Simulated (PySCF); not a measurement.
Ga(Me)(SH)2 (CH5GaS2), SMILES [SH][Ga]([SH])[CH3]. Heavy atoms are numbered as in [Ga:1]([CH3:2])([SH:6])[SH:8]. Hydrogens are named by the atom that carries them.

Geometry: B3LYP-D3(BJ)/def2-SVP. The structure was generated by enumeration; whether it is a known compound was not checked. The values are those of a single conformer.

These are r2SCAN/def2-TZVP (PySCF) values and carry that method's errors.

ESP charges are fitted to the potential on shells at 1.4 to 2.0 van der Waals radii. Atomic charges (e), one atom of each kind:

| atom | ESP fit | Löwdin |
|---|---|---|
| Ga1 | 0.38 | [?] |
| C2 (CH3) | -0.15 | -0.50 |
| H on C2 | 0.05 | [?] |
| S6 (SH) | -0.37 | 0.12 |
| H on S6 | 0.17 | [?] |

Q: What belongs in the gaps? (Estimate from the structure and the level; the computed values follow.)

A: 
- Ga1, Löwdin: -0.26
- H on C2, Löwdin: 0.14
- H on S6, Löwdin: 0.06
